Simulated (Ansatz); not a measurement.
`BN([SiH3])[SiH2]F` and `BN([SiH3])[SiH3]` differ in one atom or group.

Ansatz, PBE0-D4/def2-TZVP geometries, multiplicity 1. Each molecule was computed in one conformer, which needn't be the lowest.

```
                                          property  `BN([SiH3])[SiH2]F`
           HOMO–LUMO gap (ωB97M-V/def2-TZVPP) / eV                12.13
             HOMO–LUMO gap (B3LYP/def2-TZVPP) / eV                 7.57
             LUMO energy (ωB97M-V/def2-TZVPP) / eV                 0.96
                LUMO energy (PBE0/def2-TZVPP) / eV                -0.90
    size of the dipole moment (PBE/def2-TZVPP) / D                 1.10
size of the dipole moment (ωB97M-V/def2-TZVPP) / D                 1.14
```

Question: Give the same properties after the change, and the shifts. (Best estimate.)

Answer: Computed: 
```json
{"property": "HOMO–LUMO gap (ωB97M-V/def2-TZVPP) / eV", "`BN([SiH3])[SiH3]`": "11.83", "shift": "-0.30"}
{"property": "HOMO–LUMO gap (B3LYP/def2-TZVPP) / eV", "`BN([SiH3])[SiH3]`": "7.32", "shift": "-0.25"}
{"property": "LUMO energy (ωB97M-V/def2-TZVPP) / eV", "`BN([SiH3])[SiH3]`": "1.14", "shift": "0.18"}
{"property": "LUMO energy (PBE0/def2-TZVPP) / eV", "`BN([SiH3])[SiH3]`": "-0.69", "shift": "0.21"}
{"property": "size of the dipole moment (PBE/def2-TZVPP) / D", "`BN([SiH3])[SiH3]`": "0.84", "shift": "-0.26"}
{"property": "size of the dipole moment (ωB97M-V/def2-TZVPP) / D", "`BN([SiH3])[SiH3]`": "0.74", "shift": "-0.40"}
```

With PBE0 the HOMO rises by 0.47 eV and the LUMO rises by 0.21 eV, so the gap narrows by about 0.26 eV. PBE moves the HOMO by 0.38 eV and ωB97M-V by 0.49 eV. Dipoles are sizes alone; their direction can turn.

B3LYP here is the variant with VWN-RPA as its local correlation; programs differ in this.
